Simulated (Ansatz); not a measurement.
H3AlSi, SMILES `[AlH2][SiH]` (triplet; the order of the spin states depends on the level) (charge 0, multiplicity 3). This triplet lies 0.19 eV above the relaxed singlet at the level composite: frozen-core CCSD(T) with HF/cc-pVQZ and the correlation energy extrapolated as X^-3 from cc-pVTZ and cc-pVQZ, plus CCSDT(Q) minus CCSD(T) in cc-pVDZ // PBE0-D3(BJ)/def2-TZVP (Ansatz, a quantum-chemistry and plane-wave program); other levels give the other order.

These are frozen-core CCSDT(Q)/6-31g // PBE0-D3(BJ)/def2-TZVP run with Ansatz values and carry that method's errors.

Ansatz 0.2 input:
```yaml
crystal:
  periodic: [false, false, false]
  atoms:
    - { symbol: Al, position_ang: [-0.859632, 0.008008, -0.015897] }
    - { symbol: Si, position_ang: [1.432045, -0.596736, -0.303867] }
    - { symbol: H, position_ang: [-1.954847, -0.976121, -0.594908] }
    - { symbol: H, position_ang: [-1.218505, 1.356901, 0.738398] }
    - { symbol: H, position_ang: [2.600938, 0.207949, 0.176273] }
basis:
  gaussian: { orbitals: "6-31g" }
correlation:
  method: ccsdt_q
magnetization:
  spin_polarized: true
  initial_magnetization: 2
```

Output:

```
Functional definition: HF
678 factors; integrals over basis functions are off by at most 9.0e-8 eV
mean field evaluation 1: about -14487.8208 eV, gradient 6.4e0 eV
mean field evaluation 2: about -14487.8253 eV, gradient 6.4e0 eV
mean field evaluation 4: about -14488.6616 eV, gradient 9.3e-1 eV
mean field evaluation 8: about -14488.7042 eV, gradient 3.0e-3 eV
mean field evaluation 16: about -14488.6976 eV, gradient 1.8e-1 eV
mean field -14488.70418525 eV, -532.4500580116 hartree, gradient 5.3e-6 eV, S^2 2.010228; 0 other end points of the search recorded, 0 dependent functions left out
10 core orbitals not correlated
reference -14488.70418525 eV, -532.4500580116 hartree; 6, 4 occupied and 16, 18 virtual orbitals, 678 factors
second order -1.78046836 eV of doubles, -0.00000000 eV of singles
cycle   1  -2.23966366 eV  change   -4.6e-1 eV  update   6.7e-2
cycle   2  -2.52729575 eV  change   -2.9e-1 eV  update   3.2e-2
cycle   3  -2.55405955 eV  change   -2.7e-2 eV  update   1.2e-2
cycle   4  -2.55963767 eV  change   -5.6e-3 eV  update   5.9e-3
cycle   5  -2.55906102 eV  change    5.8e-4 eV  update   2.7e-3
cycle   6  -2.55880304 eV  change    2.6e-4 eV  update   1.1e-3
cycle   7  -2.55900525 eV  change   -2.0e-4 eV  update   5.0e-4
cycle   8  -2.55912605 eV  change   -1.2e-4 eV  update   2.0e-4
cycle   9  -2.55908311 eV  change    4.3e-5 eV  update   9.8e-5
cycle  10  -2.55905931 eV  change    2.4e-5 eV  update   4.0e-5
cycle  11  -2.55907016 eV  change   -1.1e-5 eV  update   1.9e-5
cycle  12  -2.55907295 eV  change   -2.8e-6 eV  update   7.6e-6
cycle  13  -2.55907676 eV  change   -3.8e-6 eV  update   3.2e-6
cycle  14  -2.55907550 eV  change    1.3e-6 eV  update   1.4e-6
cycle  15  -2.55907405 eV  change    1.5e-6 eV  update   7.0e-7
cycle  16  -2.55907372 eV  change    3.3e-7 eV  update   2.9e-7
perturbative correction -0.00187293 eV, -0.0000688287 hartree
Total energy: -14491.26513190 eV, -532.5441710649 hartree
```
